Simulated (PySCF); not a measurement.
CH7GaP2, singlet, at a GFN2-xTB geometry (such geometries of metal compounds can be far from the true shape), with bond 5-2 at 1.4 times its length; PySCF with CASSCF(4,4)/STO-3G.

PySCF was given this input:
```python
from pyscf import gto, scf, mcscf
import numpy

mol = gto.M(
    atom='''
Ga   -0.207771   -0.178677   -0.019770
C    -1.758406   -1.535311   -0.146595
H    -1.504402   -2.349752   -0.834516
H    -2.675153   -1.065673   -0.516040
H    -2.053512   -2.160301    1.221095
P    -0.185683    1.722699   -1.448670
H     0.359534    2.495676   -0.416748
H    -1.489735    2.029318   -1.046652
P     1.530598   -0.545721    1.562364
H     2.483033   -0.151177    0.615439
H     1.613531   -1.880496    1.155237
''',
    basis='sto-3g',
    charge=0,
    spin=0,
    verbose=4,
)

mf = scf.RHF(mol)
mf.kernel()
mc = mcscf.CASSCF(mf, 4, 4)
mc.fix_spin_(ss=0.0)
mc.kernel()
occ = numpy.linalg.eigvalsh(mc.fcisolver.make_rdm1(mc.ci, mc.ncas, mc.nelecas))[::-1]
ss = mc.fcisolver.spin_square(mc.ci, mc.ncas, mc.nelecas)[0]
print('natural occupations', occ.round(4), ' <S^2>', round(ss, 4))
```

**Question.** What does PySCF print? Leave out banner, timings and long lists.

**Answer.** 
```
PySCF version 2.14.0

[INPUT] verbose = 4
[INPUT] num. atoms = 11
[INPUT] num. electrons = 74
[INPUT] charge = 0
[INPUT] spin (= nelec alpha-beta = 2S) = 0
[INPUT] symmetry False subgroup None
[INPUT] Mole.unit = angstrom
[INPUT] Symbol           X                Y                Z      unit          X                Y                Z       unit  Magmom
[...]
nuclear repulsion = 405.10552785058
number of shells = 28
number of NR pGTOs = 144
number of NR cGTOs = 48
basis = sto-3g
ecp = {}

******** <class 'pyscf.scf.hf.RHF'> ********
method = RHF
initial guess = minao
damping factor = 0
level_shift factor = 0
DIIS = <class 'pyscf.scf.diis.CDIIS'>
diis_start_cycle = 1
diis_space = 8
diis_damp = 0
SCF conv_tol = 1e-09
SCF conv_tol_grad = None
SCF max_cycles = 50
direct_scf = True
direct_scf_tol = 1e-13
Set gradient conv threshold to 3.16228e-05
Initial guess from minao.
init E= -2612.95232712951
[...]
cycle= 1 E= -2615.95333420296  delta_E=   -3  |g|= 0.502  |ddm|= 3.71
[...]
cycle= 2 E= -2616.0973643454  delta_E= -0.144  |g|= 0.119  |ddm|= 1.38
[...]
cycle= 3 E= -2616.10380708899  delta_E= -0.00644  |g|= 0.0296  |ddm|= 0.234
[...]
cycle= 4 E= -2616.10449454353  delta_E= -0.000687  |g|= 0.00952  |ddm|= 0.0875
[...]
cycle= 5 E= -2616.10457897671  delta_E= -8.44e-05  |g|= 0.0028  |ddm|= 0.0339
[...]
cycle= 6 E= -2616.10458696564  delta_E= -7.99e-06  |g|= 0.00125  |ddm|= 0.00891
[...]
cycle= 7 E= -2616.10459014727  delta_E= -3.18e-06  |g|= 0.000664  |ddm|= 0.00713
[...]
cycle= 8 E= -2616.10459173223  delta_E= -1.58e-06  |g|= 0.000579  |ddm|= 0.00471
[...]
cycle= 9 E= -2616.10459276989  delta_E= -1.04e-06  |g|= 0.000588  |ddm|= 0.00293
[...]
cycle= 10 E= -2616.10458971115  delta_E= 3.06e-06  |g|= 0.000533  |ddm|= 0.00894
[...]
cycle= 11 E= -2616.10458186158  delta_E= 7.85e-06  |g|= 0.000362  |ddm|= 0.0326
[...]
cycle= 12 E= -2616.10458046028  delta_E= 1.4e-06  |g|= 0.000279  |ddm|= 0.0113
[...]
cycle= 13 E= -2616.10457989805  delta_E= 5.62e-07  |g|= 0.000236  |ddm|= 0.00983
[...]
cycle= 14 E= -2616.10458006863  delta_E= -1.71e-07  |g|= 0.00023  |ddm|= 0.00162
[...]
cycle= 15 E= -2616.10458049041  delta_E= -4.22e-07  |g|= 0.000221  |ddm|= 0.00305
[...]
cycle= 16 E= -2616.10458158241  delta_E= -1.09e-06  |g|= 0.000208  |ddm|= 0.00838
[...]
cycle= 17 E= -2616.10458225036  delta_E= -6.68e-07  |g|= 0.000203  |ddm|= 0.00544
[...]
cycle= 18 E= -2616.10458244273  delta_E= -1.92e-07  |g|= 0.000204  |ddm|= 0.00154
[...]
cycle= 19 E= -2616.10458230139  delta_E= 1.41e-07  |g|= 0.000201  |ddm|= 0.00128
[...]
cycle= 20 E= -2616.10458205412  delta_E= 2.47e-07  |g|= 0.000187  |ddm|= 0.00429
[...]
cycle= 21 E= -2616.10458172817  delta_E= 3.26e-07  |g|= 0.000165  |ddm|= 0.00792
[...]
cycle= 22 E= -2616.10458137042  delta_E= 3.58e-07  |g|= 0.000141  |ddm|= 0.00968
[...]
cycle= 23 E= -2616.10458119561  delta_E= 1.75e-07  |g|= 0.000129  |ddm|= 0.00334
[...]
cycle= 24 E= -2616.10458090379  delta_E= 2.92e-07  |g|= 0.00011  |ddm|= 0.00557
[...]
cycle= 25 E= -2616.10458062647  delta_E= 2.77e-07  |g|= 8.85e-05  |ddm|= 0.0074
[...]
cycle= 26 E= -2616.10458054387  delta_E= 8.26e-08  |g|= 8.06e-05  |ddm|= 0.00506
[...]
cycle= 27 E= -2616.10458055415  delta_E= -1.03e-08  |g|= 8.09e-05  |ddm|= 0.000754
[...]
cycle= 28 E= -2616.10458055004  delta_E= 4.11e-09  |g|= 8.07e-05  |ddm|= 0.000183
[...]
cycle= 29 E= -2616.10458055251  delta_E= -2.47e-09  |g|= 8.06e-05  |ddm|= 9.51e-05
[...]
cycle= 30 E= -2616.10458055774  delta_E= -5.23e-09  |g|= 8.05e-05  |ddm|= 0.000216
[...]
cycle= 31 E= -2616.10458056466  delta_E= -6.92e-09  |g|= 8.05e-05  |ddm|= 0.000326
[...]
cycle= 32 E= -2616.10458056551  delta_E= -8.49e-10  |g|= 8.05e-05  |ddm|= 3.09e-05
[...]
cycle= 33 E= -2616.10458056536  delta_E= 1.55e-10  |g|= 8.06e-05  |ddm|= 0.000287
[...]
cycle= 34 E= -2616.10458055912  delta_E= 6.23e-09  |g|= 8.03e-05  |ddm|= 0.000508
[...]
cycle= 35 E= -2616.10458054014  delta_E= 1.9e-08  |g|= 7.84e-05  |ddm|= 0.00126
[...]
[...]
converged SCF energy = -2616.10458021687
CASCI E = -2616.12496604998  S^2 = 0.0000000
[...]
macro iter  32 ( 21 JK    4 micro), CASSCF E = -2616.22802792054  dE = -1.66032896e-05  S^2 = 0.0000000
               |grad[o]|=0.00221  |grad[c]|=0.00589  |ddm|=0.000513  |maxRot[o]|=0.032
macro iter  33 (  7 JK    2 micro), CASSCF E = -2616.22809139112  dE = -6.34705889e-05  S^2 = 0.0000000
               |grad[o]|=0.00213  |grad[c]|=0.00329  |ddm|=0.000833  |maxRot[o]|=0.0561
macro iter  34 (  7 JK    2 micro), CASSCF E = -2616.22819232530  dE = -1.00934176e-04  S^2 = 0.0000000
               |grad[o]|=0.00226  |grad[c]|=0.00191  |ddm|=0.0015  |maxRot[o]|=0.0626
macro iter  35 (  7 JK    2 micro), CASSCF E = -2616.22834666166  dE = -1.54336361e-04  S^2 = 0.0000000
               |grad[o]|=0.00213  |grad[c]|=0.00179  |ddm|=0.00163  |maxRot[o]|=0.0661
macro iter  36 (  7 JK    2 micro), CASSCF E = -2616.22857236038  dE = -2.25698720e-04  S^2 = 0.0000000
               |grad[o]|=0.00214  |grad[c]|=0.00413  |ddm|=0.00284  |maxRot[o]|=0.068
macro iter  37 (  7 JK    2 micro), CASSCF E = -2616.22889575169  dE = -3.23391308e-04  S^2 = 0.0000000
               |grad[o]|=0.00238  |grad[c]|=0.00611  |ddm|=0.00337  |maxRot[o]|=0.0689
macro iter  38 (  7 JK    2 micro), CASSCF E = -2616.22935111324  dE = -4.55361555e-04  S^2 = 0.0000000
               |grad[o]|=0.00293  |grad[c]|=0.00694  |ddm|=0.00388  |maxRot[o]|=0.0694
macro iter  39 (  7 JK    2 micro), CASSCF E = -2616.22999629935  dE = -6.45186106e-04  S^2 = 0.0000000
               |grad[o]|=0.00386  |grad[c]|=0.0067  |ddm|=0.00492  |maxRot[o]|=0.0696
macro iter  40 (  7 JK    2 micro), CASSCF E = -2616.23085946616  dE = -8.63166812e-04  S^2 = 0.0000000
               |grad[o]|=0.00526  |grad[c]|=0.00416  |ddm|=0.00571  |maxRot[o]|=0.0613
macro iter  41 ( 17 JK    4 micro), CASSCF E = -2616.23006481021  dE =  7.94655949e-04  S^2 = 0.0000000
               |grad[o]|=0.00713  |grad[c]|=0.0239  |ddm|=0.0138  |maxRot[o]|=0.111
macro iter  42 ( 21 JK    4 micro), CASSCF E = -2616.23018822383  dE = -1.23413614e-04  S^2 = 0.0000000
               |grad[o]|=0.0055  |grad[c]|=0.00404  |ddm|=0.00129  |maxRot[o]|=0.0337
macro iter  43 ( 21 JK    4 micro), CASSCF E = -2616.23022761891  dE = -3.93950868e-05  S^2 = 0.0000000
               |grad[o]|=0.00509  |grad[c]|=0.00895  |ddm|=0.00354  |maxRot[o]|=0.0358
macro iter  44 (  7 JK    2 micro), CASSCF E = -2616.23099490237  dE = -7.67283453e-04  S^2 = 0.0000000
               |grad[o]|=0.00465  |grad[c]|=0.00399  |ddm|=0.0052  |maxRot[o]|=0.0475
macro iter  45 ( 17 JK    4 micro), CASSCF E = -2616.23024217054  dE =  7.52731828e-04  S^2 = 0.0000000
               |grad[o]|=0.00583  |grad[c]|=0.0107  |ddm|=0.0107  |maxRot[o]|=0.0876
macro iter  46 ( 21 JK    4 micro), CASSCF E = -2616.23059817078  dE = -3.56000241e-04  S^2 = 0.0000000
               |grad[o]|=0.00476  |grad[c]|=0.00249  |ddm|=0.000879  |maxRot[o]|=0.0413
macro iter  47 ( 21 JK    4 micro), CASSCF E = -2616.23088900622  dE = -2.90835441e-04  S^2 = 0.0000000
               |grad[o]|=0.00522  |grad[c]|=0.00483  |ddm|=0.00219  |maxRot[o]|=0.0225
macro iter  48 ( 21 JK    4 micro), CASSCF E = -2616.23212977319  dE = -1.24076697e-03  S^2 = 0.0000000
               |grad[o]|=0.00529  |grad[c]|=0.00941  |ddm|=0.0031  |maxRot[o]|=0.0709
macro iter  49 ( 21 JK    4 micro), CASSCF E = -2616.23190789887  dE =  2.21874319e-04  S^2 = 0.0000000
               |grad[o]|=0.00679  |grad[c]|=0.0134  |ddm|=0.00837  |maxRot[o]|=0.0612
macro iter  50 ( 21 JK    4 micro), CASSCF E = -2616.23253035016  dE = -6.22451289e-04  S^2 = 0.0000000
               |grad[o]|=0.00648  |grad[c]|=0.00343  |ddm|=0.00429  |maxRot[o]|=0.0405
1-step CASSCF not converged,  50 macro (894 JK 178 micro) steps
CASSCF canonicalization
Density matrix diagonal elements [1.98938542 0.99356337 0.99968125 0.01736996]
CASSCF energy = -2616.23253035016
CASCI E = -2616.23253035016  E(CI) = -5.07413796701758  S^2 = 0.0000000
natural occupations [1.9925 1.0022 0.9978 0.0075]  <S^2> 0.0
```

Convergence was not reached.
